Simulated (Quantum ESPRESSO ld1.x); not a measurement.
Q: The mean radii <r> (bohr) of the occupied orbitals of an atom or ion are listed with their occupations. Method: Dirac Kohn-Sham, PW91, spin-unpolarised, spherical densities, point nucleus; computed with ld1.x of Quantum ESPRESSO 7.5.

| orbital | occ. | <r> |
|---|---|---|
| 1s1/2 | 2 | 0.02073 |
| 2s1/2 | 2 | 0.08753 |
| 2p1/2 | 2 | 0.07290 |
| 2p3/2 | 4 | 0.08007 |
| 3s1/2 | 2 | 0.2294 |
| 3p1/2 | 2 | 0.2191 |
| 3p3/2 | 4 | 0.2327 |
| 3d3/2 | 4 | 0.2054 |
| 3d5/2 | 6 | 0.2096 |
| 4s1/2 | 2 | 0.5176 |
| 4p1/2 | 2 | 0.5270 |
| 4p3/2 | 4 | 0.5575 |
| 4d3/2 | 4 | 0.5858 |
| 4d5/2 | 6 | 0.5965 |
| 5s1/2 | 2 | 1.225 |
| 5p1/2 | 2 | 1.346 |
| 5p3/2 | 4 | 1.429 |
| 4f5/2 | 6 | 0.7401 |
| 4f7/2 | 3 | 0.7495 |

Name the element and its charge. Open shells, if any, fill j = l - 1/2 first.

A: Z = 67, holmium, charge +4: Ho4+ in [Xe] 4f9. The 1s radius gives Z: for a bare nucleus <r> = (2 gamma + 1)/(2Z) with gamma = sqrt(1 - (Z/c)^2), 0.02048 bohr for Z = 67, and screening makes it slightly larger (0.02073 here). The occupations add up to 63, and the charge is Z minus that.
